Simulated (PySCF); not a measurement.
From computed data to an observable: entropy of an ideal gas

Si(F)2(H)(SH) (F2H2SSi), SMILES [SiH](F)(S)F.

The structure is a stationary point at PBE0-D3(BJ)/def2-SVP. The values are those of a single conformer.

PySCF with PBE0-D3(BJ)/def2-SVP gives the harmonic wavenumbers 113, 202, 269, 342, 535, 729, 821, 843, 892, 988, 2324, 2709 cm⁻¹ and the rotational temperatures 0.3178, 0.1592, 0.1174 K. The molar mass is 100.16 g/mol, the symmetry number 1, the spin multiplicity 1.

Problem. Work out the entropy at 298.15 K and 1 atm in the rigid-rotor, harmonic-oscillator model.

Solution. 
Translation (Sackur–Tetrode at 1 atm): S = R[1.5 ln M + 2.5 ln T − 1.16487] = 166.2 J/(mol K).
Rotation: q = (√π/σ) T^1.5/√(θA θB θC) = 118000, S = R[ln q + 3/2] = 109.6 J/(mol K).
Vibration: with u = 1.4388 ν/T, each mode gives R[u/(e^u − 1) − ln(1 − e^−u)]:
```tsv
ν (cm⁻¹)	modes	u	S (J/(mol K))
113	1	0.55	13.46
202	1	0.97	8.85
269	1	1.30	6.71
342	1	1.65	5.03
535	1	2.58	2.41
729	1	3.52	1.14
821	1	3.96	0.80
843	1	4.07	0.73
892	1	4.30	0.60
988	1	4.77	0.41
```
The stiffer modes add less than 0.005 each. Sum 40.1 J/(mol K).
Spin: R ln 1 = 0.0 J/(mol K).
Total 315.9 J/(mol K); the program's own thermochemistry gives 316.0. Translation makes up 53 % and vibration 13 %. Anharmonicity, hindered rotation and orbital degeneracy are left out.
